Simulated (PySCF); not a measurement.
## Mass spectrum arithmetic for `CC=C=CB(Cl)Cl`

Species: `CC=C=CB(Cl)Cl`.

Calculated from tabulated atomic weights, isotope masses and abundances; no fragmentation.

Problem. Find the molar and monoisotopic masses of C4H5BCl2.

Solution. For C4H5BCl2, with standard atomic weights, 4 × 12.011 + 1 × 10.810 + 2 × 35.450 + 5 × 1.008 = 134.794 g/mol. From the most abundant isotopes (12C, 11B, 35Cl, 1H), 4 × 12.000000 + 1 × 11.009305 + 2 × 34.968853 + 5 × 1.007825 = 133.9861 u.

Problem. What cluster does the molecular ion M+• show when like nominal masses merge?

Solution. 
| nominal mass | m/z (centroid) | relative intensity |
| --- | --- | --- |
| 133 | 132.9892 | 24.6 |
| 134 | 133.9857 | 100.0 |
| 135 | 134.9869 | 20.1 |
| 136 | 135.9827 | 64.0 |
| 137 | 136.9848 | 5.3 |
| 138 | 137.9798 | 10.3 |
| 139 | 138.9831 | 0.4 |

Cut off at 0.1 %. One electron mass, 0.00055 u, is taken off. Abundances used (%; other tables differ somewhat): 12C 98.93, 13C 1.07; 10B 19.9, 11B 80.1; 35Cl 75.78, 37Cl 24.22; 1H 99.9885, 2H 0.0115.

Problem. Which m/z would the protonated, sodiated and deprotonated molecule have?

Solution. [M+H]+ 134.9934, [M+Na]+ 156.9754, [M−H]− 132.9789, for the monoisotopic species (arithmetic only; whether such ions form is another matter).

Problem. What is the composition by mass?

Solution. C 35.64 %, B 8.02 %, Cl 52.60 %, H 3.74 %.

Problem. What resolving power m/Δm just matches the spacing of the species with one 13C and with one 2H?

Solution. They lie 0.00292 u apart at mass 134.99, so m/Δm is about 46000.

Problem. What share of all molecules is the monoisotopic species?

Solution. 0.9893^4 × 0.801 × 0.7578^2 × 0.999885^5 = 44.04 %.
